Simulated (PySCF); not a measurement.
Members of one family of related compounds. Level of theory: TDDFT B3LYP/def2-SVPD, vertical, gas phase, core orbitals frozen in the response (PySCF 2.14.0, density-fitted response routines). Geometries: PBE0-D3(BJ)/def2-SVP; one conformer of each isolated species. Triplets are in the Tamm–Dancoff approximation.

Question: Rank by computed lowest singlet excitation energy, highest first.
A. Si(NMe2)Cl3 (`CN(C)[Si](Cl)(Cl)Cl`)
B. Si(tBu)Cl3 (`CC(C)(C)[Si](Cl)(Cl)Cl`)
C. Si(SiH3)Cl3 (`[SiH3][Si](Cl)(Cl)Cl`)
D. Si(CCH)Cl3 (`C#C[Si](Cl)(Cl)Cl`)
E. SiCl3(NHMe) (`CN[Si](Cl)(Cl)Cl`)
F. Si(CF3)Cl3 (`FC(F)(F)[Si](Cl)(Cl)Cl`)

Answer: F (7.28 eV), B (7.03 eV), C (6.75 eV), E (5.94 eV), D (5.80 eV), A (5.64 eV).

```json
{"SMILES": "FC(F)(F)[Si](Cl)(Cl)Cl", "S1 (eV)": "7.28", "first f ≥ 0.01 (nm)": "164", "LUMO (eV)": "-1.15", "T1 (eV)": "6.89", "HOMO (eV)": "-9.56", "S1 mainly": "H→L (98%)"}
{"SMILES": "CC(C)(C)[Si](Cl)(Cl)Cl", "S1 (eV)": "7.03", "first f ≥ 0.01 (nm)": "176", "LUMO (eV)": "-0.52", "T1 (eV)": "6.65", "HOMO (eV)": "-8.37", "S1 mainly": "H→L (98%)"}
{"SMILES": "[SiH3][Si](Cl)(Cl)Cl", "S1 (eV)": "6.75", "first f ≥ 0.01 (nm)": "184", "LUMO (eV)": "-0.93", "T1 (eV)": "6.07", "HOMO (eV)": "-8.51", "S1 mainly": "H→L (95%)"}
{"SMILES": "CN[Si](Cl)(Cl)Cl", "S1 (eV)": "5.94", "first f ≥ 0.01 (nm)": "168", "LUMO (eV)": "-0.57", "T1 (eV)": "5.71", "HOMO (eV)": "-7.46", "S1 mainly": "H→L (98%)"}
{"SMILES": "C#C[Si](Cl)(Cl)Cl", "S1 (eV)": "5.80", "first f ≥ 0.01 (nm)": "179", "LUMO (eV)": "-1.30", "T1 (eV)": "4.77", "HOMO (eV)": "-8.73", "S1 mainly": "H-1/H→L/L+1 (≥86%)"}
{"SMILES": "CN(C)[Si](Cl)(Cl)Cl", "S1 (eV)": "5.64", "first f ≥ 0.01 (nm)": "197", "LUMO (eV)": "-0.49", "T1 (eV)": "5.43", "HOMO (eV)": "-7.03", "S1 mainly": "H→L (99%)"}
```

H and L stand for HOMO and LUMO. A slash joins orbitals within 0.01 eV of each other, whose weights are summed (≥ marks a lower bound).

- `FC(F)(F)[Si](Cl)(Cl)Cl`: Löwdin shares by element: HOMO chlorine 100%; LUMO chlorine 70%, silicon 24%.
- `CC(C)(C)[Si](Cl)(Cl)Cl`: Löwdin shares by element: HOMO carbon 26% or more, chlorine 18% or more, silicon 15% (atoms not listed hold the other 41%); LUMO chlorine 66%, silicon 22%.
- `[SiH3][Si](Cl)(Cl)Cl`: Löwdin shares by element: HOMO silicon 43%, chlorine 32% or more (atoms not listed hold the other 25%); LUMO chlorine 38% or more, silicon 35% (atoms not listed hold the other 27%).
- `CN[Si](Cl)(Cl)Cl`: Löwdin shares by element: HOMO nitrogen 57%, chlorine 12% or more, carbon 11% (atoms not listed hold the other 20%); LUMO chlorine 63%, silicon 24%.
- `C#C[Si](Cl)(Cl)Cl`: Löwdin shares by element: HOMO (one of a set within 0.03 eV) carbon 74%, chlorine 18% or more; LUMO (one of a set within 0.03 eV) carbon 58%, silicon 17%, chlorine 9% or more (atoms not listed hold the other 17%).
- `CN(C)[Si](Cl)(Cl)Cl`: Löwdin shares by element: HOMO nitrogen 54%, carbon 17%, chlorine 6% or more (atoms not listed hold the other 23%); LUMO chlorine 68%, silicon 22%.
